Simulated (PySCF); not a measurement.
PySCF input file for AlH7O2Si2, SMILES [OH][Al]([OH])[SiH2][SiH3], TPSSh-D3(BJ)/def2-SVP. 

```python
import numpy as np
from pyscf import gto, scf, dft
import os
os.environ['JAX_PLATFORMS'] = 'cpu'
from ase import Atoms, units
from ase.calculators.calculator import Calculator, all_changes
from sella import Sella

mol = gto.M(
    atom='''
    Si    2.45909957   -0.64556287    0.36283810
    Si    0.54640977   -0.58360251   -0.95649299
    Al   -1.33722267    0.47787818    0.09654269
    O    -1.38555218    2.12895979    0.00724667
    O    -2.38468089   -0.51870625    0.89985073
    H     2.97094331   -1.99443839    0.62430610
    H     2.19101831   -0.05670269    1.68305224
    H     3.59380262    0.10298449   -0.18635749
    H     0.89842824    0.04532115   -2.25250477
    H     0.23278371   -1.96833607   -1.38470180
    H    -1.43232705    3.07348383   -0.04334440
    H    -2.98602077   -1.08844194    1.35888418
    ''',
    basis='def2-SVP',
    charge=0,
    spin=0,
    max_memory=1600,
    verbose=3,
)
mf = dft.RKS(mol, xc='tpssh').density_fit(auxbasis='def2-universal-jkfit')
mf.disp = 'd3bj'
mf.grids.level = 4
mf.conv_tol = 1e-9
mf.max_cycle = 100
mf.kernel()
grad = mf.nuc_grad_method()
grad.grid_response = mol.nao <= 150
scan = grad.as_scanner()
scan.verbose = scan.base.verbose = 0
class SCF(Calculator):
    implemented_properties = ['energy', 'forces']
    def calculate(self, atoms=None, properties=None, system_changes=all_changes):
        super().calculate(atoms, properties, system_changes)
        e, g = scan(mol.set_geom_(self.atoms.positions, unit='Angstrom', inplace=False))
        assert scan.converged
        self.results = {'energy': float(e) * units.Hartree, 'forces': -np.asarray(g) * units.Hartree / units.Bohr}
atoms = Atoms(mol.elements, mol.atom_coords(unit='Angstrom'), calculator=SCF())
conv = Sella(atoms, order=0, internal=True, allow_fragments=True).run(fmax=0.002, steps=150)
mol_eq = mol.set_geom_(atoms.positions, unit='Angstrom', inplace=False)
print(mol_eq.tostring(format='xyz'))
mf.reset(mol_eq)
mf.verbose = 3
mf.kernel()
```

Output:

```
converged SCF energy = -975.852694645427
     Step          Energy         fmax         cmax       rtrust          rho
Sella   0   -26554.304377       0.5445       0.0000       0.1000       1.0000
Sella   1   -26554.361746       0.5445       0.0000       0.1000       1.4746
Sella   2   -26554.395958       0.4581       0.0000       0.1000       1.1036
Sella   3   -26554.405937       0.2341       0.0000       0.1000       1.5148
Sella   4   -26554.415797       0.1335       0.0000       0.1000       1.1536
Sella   5   -26554.423953       0.1166       0.0000       0.1000       1.1443
Sella   6   -26554.434480       0.1584       0.0000       0.1000       1.2100
Sella   7   -26554.456975       0.2058       0.0000       0.1000       1.1112
Sella   8   -26554.482482       0.3806       0.0000       0.1000       1.3344
Sella   9   -26554.532198       0.5797       0.0000       0.1000       0.9037
Sella  10   -26554.569012       0.2806       0.0000       0.1000       0.9564
Sella  11   -26554.600061       0.2199       0.0000       0.1000       0.8353
Sella  12   -26554.619936       0.2945       0.0000       0.1000       0.6715
Sella  13   -26554.633153       0.2379       0.0000       0.1000       0.8486
Sella  14   -26554.640234       0.2562       0.0000       0.1150       0.9735
Sella  15   -26554.645273       0.1389       0.0000       0.1150       1.0576
Sella  16   -26554.647144       0.0624       0.0000       0.1150       1.2101
Sella  17   -26554.647822       0.0778       0.0000       0.1150       1.5280
Sella  18   -26554.648335       0.0698       0.0000       0.1150       1.1569
Sella  19   -26554.648407       0.0282       0.0000       0.1150       1.4248
Sella  20   -26554.648445       0.0180       0.0000       0.1150       1.2276
Sella  21   -26554.648457       0.0076       0.0000       0.1150       1.5384
Sella  22   -26554.648476       0.0068       0.0000       0.1150       1.4644
Sella  23   -26554.648496       0.0068       0.0000       0.1150       1.3668
Sella  24   -26554.648507       0.0067       0.0000       0.1150       1.3941
Sella  25   -26554.648515       0.0075       0.0000       0.1150       1.4463
Sella  26   -26554.648522       0.0058       0.0000       0.1150       1.4435
Sella  27   -26554.648528       0.0043       0.0000       0.1150       1.3385
Sella  28   -26554.648532       0.0036       0.0000       0.1150       1.3820
Sella  29   -26554.648534       0.0042       0.0000       0.1150       1.3568
Sella  30   -26554.648535       0.0031       0.0000       0.1150       1.2916
12
XYZ from PySCF
Si          2.46749935       -0.74488671        0.43055222
Si          0.57146812       -0.83116397       -0.95865381
Al         -1.25371603        0.38974341        0.06610111
O          -1.35885670        2.06594194       -0.24220462
O          -2.31057525       -0.47188963        1.09396008
H           3.62605324       -1.48236483       -0.14917508
H           2.14764860       -1.33951811        1.76056315
H           2.87172968        0.67437283        0.64700990
H           0.94157870       -0.24740230       -2.28271287
H           0.21695984       -2.26634535       -1.17107167
H          -1.99317444        2.70571687        0.09893851
H          -3.05961786       -0.14442205        1.60366676
converged SCF energy = -975.865342217314
```

The run converged.
